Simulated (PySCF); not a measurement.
## Computed properties of ClH3InN, SMILES [InH]([NH2])[Cl]

ClH3InN, SMILES [NH2][InH][Cl]. Geometry: PBE0-D3(BJ)/def2-SVP. The def2 effective core potentials stand for the cores of In; spin–orbit coupling is left out. The values are those of a single conformer. All values are computed for the isolated molecule unless a solvent is named; none is compared with measurement here.

**Structure.** All 12 harmonic modes at PBE0-D3(BJ)/def2-SVP (PySCF) are real, so it is a minimum. With heavy atoms numbered as in [InH:1]([Cl:3])[NH2:4], the shortest bond between them is In1–N4 at 2.006 Å and the longest In1–Cl3 at 2.362 Å.

**Vibrations.** The strongest infrared lines (harmonic, unscaled, degenerate partners summed) lie at 239 cm⁻¹ (181 km/mol, H 77 %, N 22 %), 1875 cm⁻¹ (111 km/mol, H 99 %), 463 cm⁻¹ (81 km/mol, H 93 %). The softest mode is at 120 cm⁻¹ and the zero-point energy is 20.0 kcal/mol.

**Electronic structure.** HF/def2-TZVPD (PySCF) places the frontier levels at -10.83 and 0.85 eV, a gap of 11.68 eV, and gives a dipole moment of 3.29 D and a mean polarisability of 55.1 bohr³.

**Excitations.** TDDFT-B3LYP/def2-SVPD (PySCF) has S1 at 4.89 eV (253 nm, f = 0.024, weak); the most intense of the 10 singlets computed lies at 5.18 eV (f = 0.05). T1 (TDA) is at 4.17 eV. No vertical singlet excitation falls in the visible range (under 3.1 eV).
